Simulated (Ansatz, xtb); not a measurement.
# Relative energy of two isomers of CH5FGe2

We compare a, `[CH3][GeH2][Ge][F]`, a singlet, with b, `[F][Ge][CH2][GeH3]`, a singlet. Both are isolated molecules in the gas phase, relaxed with PBE0-D3(BJ)/def2-SVP; the shapes shown needn't be the lowest conformers.

a (Å):

```xyz
9

C    -0.2508    1.5232    1.6371
F     3.7249    4.4309    1.9993
Ge    0.9670    3.0483    1.4070
Ge    3.1884    2.8599    2.6009
H    -0.4944    1.3789    2.6998
H     0.2093    0.5993    1.2575
H    -1.1874    1.6952    1.0872
H     0.2608    4.3369    1.8979
H     1.2413    3.2528   -0.1039
```

b (Å):

| atom | x (Å) | y (Å) | z (Å) |
| --- | --- | --- | --- |
| C | -0.0219 | 2.0984 | 1.6710 |
| F | 0.9573 | 2.4107 | -0.8810 |
| Ge | 0.5231 | 1.0110 | 0.1121 |
| Ge | 1.5456 | 3.1147 | 2.2965 |
| H | -0.4234 | 1.4753 | 2.4852 |
| H | -0.7842 | 2.8351 | 1.3651 |
| H | 2.8373 | 2.3423 | 1.9416 |
| H | 1.5015 | 3.2768 | 3.8277 |
| H | 1.5960 | 4.4888 | 1.6161 |

**Question.** Which of the two would you expect CCSD(T)/def2-SVP + ΔMP2/def2-TZVPP electronic energies to favour?

**Answer.** Too close to call at this level: CCSD(T)/def2-SVP + ΔMP2/def2-TZVPP gives E(b) − E(a) = +0.46 kcal/mol.

The same difference at several levels:

```json
{"level": "PBE0-D3(BJ)/def2-SVP", "geometry": "PBE0-D3(BJ)/def2-SVP", "E(b) − E(a) (kcal/mol)": "+2.63", "departure from the last row (kcal/mol)": "+2.17", "job, with rough time for the two": "optimisation, 3.1 min"}
{"level": "HF/def2-SVP", "geometry": "PBE0-D3(BJ)/def2-SVP", "E(b) − E(a) (kcal/mol)": "+1.22", "departure from the last row (kcal/mol)": "+0.77", "job, with rough time for the two": "part of the CCSD(T) run"}
{"level": "MP2/def2-SVP", "geometry": "PBE0-D3(BJ)/def2-SVP", "E(b) − E(a) (kcal/mol)": "−0.90", "departure from the last row (kcal/mol)": "−1.35", "job, with rough time for the two": "part of the CCSD(T) run"}
{"level": "CCSD(T)/def2-SVP", "geometry": "PBE0-D3(BJ)/def2-SVP", "E(b) − E(a) (kcal/mol)": "+0.50", "departure from the last row (kcal/mol)": "+0.05", "job, with rough time for the two": "single point"}
{"level": "CCSD(T)/def2-SVP + ΔMP2/def2-TZVPP", "geometry": "PBE0-D3(BJ)/def2-SVP", "E(b) − E(a) (kcal/mol)": "+0.46", "departure from the last row (kcal/mol)": "", "job, with rough time for the two": "single point, 1.9 min"}
```

As drawn, b has 1 C–Ge, 1 Ge–H in place of 1 Ge–Ge, 1 C–H.

The largest departure from CCSD(T)/def2-SVP + ΔMP2/def2-TZVPP is that of PBE0-D3(BJ)/def2-SVP, 2.17 kcal/mol. Levels run at GFN2-xTB geometries aren't shown. The last row adds to CCSD(T) the change of the MP2 difference between the two basis sets, here −0.05 kcal/mol.

With harmonic frequencies from PBE0-D3(BJ)/def2-SVP (ideal gas, rigid rotor, one conformer each, 298.15 K, 1 atm): on the last row, ΔE + ΔZPE = −1.04 kcal/mol. A mode under 50 cm⁻¹ makes harmonic enthalpies and free energies unreliable, so none is given.

The correlated steps freeze 20 core orbitals; the filled d shell of Ge is correlated, in a basis made for valence electrons. Run with Ansatz 0.2.0; the last row on 2 threads of Arm Neoverse N1 on a shared host.
